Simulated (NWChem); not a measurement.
System: BeSiH4Se; SMILES [SiH3][Be][SeH]

NWChem input:

```
start job
memory heap 200 mb stack 900 mb global 1100 mb
geometry units angstroms noautoz
  Be     0.004769    -0.583943     0.003845
  Se    -0.063987     1.456990    -0.007717
  H      1.378642     1.496170     0.296477
  Si     0.067016    -2.763847     0.001774
  H     -0.915075    -3.346545    -0.970963
  H     -0.249559    -3.347012     1.346433
  H      1.421727    -3.276880    -0.388939
end
basis spherical
  Be library def2-tzvp
  Se library def2-tzvp
  H library def2-tzvp
  Si library def2-tzvp
end
dft
  xc kt2
  iterations 150
  mulliken
end
task dft energy
```

Excerpt of the output:

```
             Northwest Computational Chemistry Package (NWChem) 7.3.0
             --------------------------------------------------------

 C1  symmetry detected

                             Geometry "geometry" -> ""
                             -------------------------

 Output coordinates in angstroms (scale by  1.889725989 to convert to a.u.)

  No.       Tag          Charge          X              Y              Z
 ---- ---------------- ---------- -------------- -------------- --------------
    1 Be                   4.0000    -0.01748903    -0.58426887     0.00572420
    2 Se                  34.0000    -0.03324559     1.45778583    -0.00001105
    3 H                    1.0000     1.44162631     1.45802731    -0.00054615
    4 Si                  14.0000    -0.01458417    -2.76505309     0.00005248
    5 H                    1.0000    -1.19149262    -3.32003385    -0.74636551
    6 H                    1.0000    -0.06179641    -3.34133069     1.38355676
    7 H                    1.0000     1.21614745    -3.31356237    -0.65990103

 Effective nuclear repulsion energy (a.u.)     151.8649678469

                                 NWChem DFT Module
                                 -----------------

 Summary of "ao basis" -> "ao basis" (spherical)
 ------------------------------------------------------------------------------
       Tag                 Description            Shells   Functions and Types
 ---------------- ------------------------------  ------  ---------------------
 Be                        def2-tzvp                 9       19   5s3p1d
 Se                        def2-tzvp                16       48   6s5p4d1f
 H                         def2-tzvp                 4        6   3s1p
 Si                        def2-tzvp                13       37   5s5p2d1f

            General Information
            -------------------
          SCF calculation type: DFT
          Wavefunction type:  closed shell.
          No. of atoms     :     7
          No. of electrons :    56
           Alpha electrons :    28
            Beta electrons :    28
          Charge           :     0
          Spin multiplicity:     1
          Use of symmetry is: off; symmetry adaption is: off
          Maximum number of iterations: 150
          AO basis - number of functions:   128
                     number of shells:    54
          Convergence on energy requested:  1.00D-06
          Convergence on density requested:  1.00D-05
          Convergence on gradient requested:  5.00D-04

              XC Information
              --------------
                          KT2 Method XC Functional
                        Slater Exchange Functional  1.072 local
                           KT1 gradient correction  1.000 non-local
            Perdew 1991 LDA Correlation Functional  0.577 local

             Grid Information
             ----------------
          Grid used for XC integration:  medium
          Radial quadrature: Mura-Knowles
          Angular quadrature: Lebedev.
          Tag              B.-S. Rad. Rad. Pts. Rad. Cut. Ang. Pts.
          ---              ---------- --------- --------- ---------
          Be                  1.05       49          10.0       434
          Se                  1.15      112          13.0       590
          H                   0.35       45          13.0       434
          Si                  1.10       88          12.0       590
          Grid pruning is: on
          Number of quadrature shells:   429
          Spatial weights used:  Erf1

      Superposition of Atomic Density Guess
      -------------------------------------

 Sum of atomic energies:       -2705.21375374

      Non-variational initial energy
      ------------------------------

 Total energy =   -2705.977750
 1-e energy   =   -4067.235320
 2-e energy   =    1209.392601
 HOMO         =      -0.298216
 LUMO         =       0.013660

     ---------------------------------------------
      Total Density - Mulliken Population Analysis
     ---------------------------------------------

    Atom       Charge   Shell Charges
 -----------   ------   -------------------------------------------------------
    1 Be   4     3.68   1.02  0.96  0.57  0.49  0.03  0.52  0.00  0.02  0.07
    2 Se  34    34.47   2.00  2.00  1.16  0.78  0.99  0.88  6.00  5.94  1.03  2.46  1.19  8.96  1.04  0.00  0.03  0.00
    3 H    1     0.77   0.18  0.41  0.16  0.02
    4 Si  14    13.96   2.00  0.59  1.39  0.90  0.51  4.12  1.73  0.52  1.45  0.66  0.06  0.05  0.01
    5 H    1     1.04   0.22  0.54  0.27  0.01
    6 H    1     1.04   0.22  0.54  0.27  0.01
    7 H    1     1.04   0.22  0.54  0.27  0.01

   convergence    iter        energy       DeltaE   RMS-Dens  Diis-err
 ---------------- ----- ----------------- --------- --------- ---------
 d= 0,ls=0.0,diis     1  -2720.4055062527 -2.87D+03  6.66D-03  1.16D+00
 d= 0,ls=0.0,diis     2  -2720.4089420434 -3.44D-03  5.93D-03  2.94D-01
 d= 0,ls=0.0,diis     3  -2720.4192219878 -1.03D-02  2.88D-03  2.19D-01
 d= 0,ls=0.0,diis     4  -2720.4612116509 -4.20D-02  3.29D-04  8.62D-03
 d= 0,ls=0.0,diis     5  -2720.4616435168 -4.32D-04  7.61D-05  1.10D-04
  Resetting Diis
 d= 0,ls=0.0,diis     6  -2720.4616550866 -1.16D-05  2.95D-05  1.24D-05
 d= 0,ls=0.0,diis     7  -2720.4616573870 -2.30D-06  1.67D-05  1.43D-06
 d= 0,ls=0.0,diis     8  -2720.4616569642  4.23D-07  1.08D-05  3.38D-06
 d= 0,ls=0.0,diis     9  -2720.4616576630 -6.99D-07  1.04D-06  2.74D-08

         Total DFT energy =    -2720.461657662975
      One electron energy =    -4072.907818225408
           Coulomb energy =     1325.549117840807
    Exchange-Corr. energy =     -124.967925125278
 Nuclear repulsion energy =      151.864967846904

 Numeric. integr. density =       56.000022769396

                       DFT Final Molecular Orbital Analysis
                       ------------------------------------

 Vector   26  Occ=2.000000D+00  E=-3.029422D-01
              MO Center=  4.8D-02,  5.4D-01, -1.8D-02, r^2= 4.0D+00
   Bfn.  Coefficient  Atom+Function         Bfn.  Coefficient  Atom+Function
  ----- ------------  ---------------      ----- ------------  ---------------
    36      0.313718  2 Se py                 3     -0.276853  1 Be s
    25      0.256029  2 Se s                 30     -0.235303  2 Se py
     4     -0.225563  1 Be s                 33      0.210030  2 Se py
    39      0.179094  2 Se py                24      0.176579  2 Se s
     2      0.128466  1 Be s                 89     -0.104928  4 Si py

 Vector   27  Occ=2.000000D+00  E=-2.520772D-01
              MO Center= -2.6D-02, -1.4D+00,  1.1D-03, r^2= 4.3D+00
   Bfn.  Coefficient  Atom+Function         Bfn.  Coefficient  Atom+Function
  ----- ------------  ---------------      ----- ------------  ---------------
     7      0.350816  1 Be py                89      0.290432  4 Si py
    36      0.206055  2 Se py                30     -0.154911  2 Se py
     3      0.146589  1 Be s                 33      0.144240  2 Se py
    92      0.140052  4 Si py                39      0.124209  2 Se py
    80     -0.122557  4 Si py                86      0.121971  4 Si py

 Vector   28  Occ=2.000000D+00  E=-2.345428D-01
              MO Center=  3.8D-03,  1.2D+00,  3.5D-03, r^2= 2.2D+00
   Bfn.  Coefficient  Atom+Function         Bfn.  Coefficient  Atom+Function
  ----- ------------  ---------------      ----- ------------  ---------------
    37      0.466031  2 Se pz                40      0.322795  2 Se pz
    31     -0.307985  2 Se pz                34      0.276840  2 Se pz
     8     -0.151405  1 Be pz                28      0.093358  2 Se pz
    14      0.052467  1 Be pz                16      0.038545  1 Be d -1

 Vector   29  Occ=0.000000D+00  E=-8.751122D-02
              MO Center= -2.4D-02, -7.3D-01,  9.5D-03, r^2= 4.0D+00
   Bfn.  Coefficient  Atom+Function         Bfn.  Coefficient  Atom+Function
  ----- ------------  ---------------      ----- ------------  ---------------
     6      0.493949  1 Be px                12     -0.436325  1 Be px
    70      0.297898  3 H  s                113     -0.204042  5 H  s
   125      0.195845  7 H  s                 91     -0.138216  4 Si px
     4     -0.137065  1 Be s                 25     -0.134045  2 Se s
    69      0.134163  3 H  s                 99     -0.097514  4 Si d -2

 Vector   30  Occ=0.000000D+00  E=-7.014696D-02
              MO Center= -1.1D-02, -8.9D-01, -8.8D-03, r^2= 4.3D+00
   Bfn.  Coefficient  Atom+Function         Bfn.  Coefficient  Atom+Function
  ----- ------------  ---------------      ----- ------------  ---------------
     8      0.476950  1 Be pz                14     -0.447411  1 Be pz
   119      0.312612  6 H  s                 40      0.269767  2 Se pz
    93     -0.231342  4 Si pz               113     -0.166978  5 H  s
    37      0.161434  2 Se pz               125     -0.142501  7 H  s
    34      0.114068  2 Se pz                31     -0.112917  2 Se pz

 Vector   31  Occ=0.000000D+00  E=-3.905867D-02
              MO Center=  4.8D-01,  3.0D-01, -5.9D-03, r^2= 7.7D+00
   Bfn.  Coefficient  Atom+Function         Bfn.  Coefficient  Atom+Function
  ----- ------------  ---------------      ----- ------------  ---------------
     5      1.021331  1 Be s                 70      0.712136  3 H  s
    38     -0.487624  2 Se px                25     -0.459394  2 Se s
     4     -0.423163  1 Be s                 78     -0.403716  4 Si s
    35     -0.247589  2 Se px                24     -0.242577  2 Se s
    77     -0.200028  4 Si s                113      0.154476  5 H  s

     ---------------------------------------------
      Total Density - Mulliken Population Analysis
     ---------------------------------------------

[...]
```

Level: KT2/def2-TZVP. The geometry was optimised at PBE0/def2-SVP.
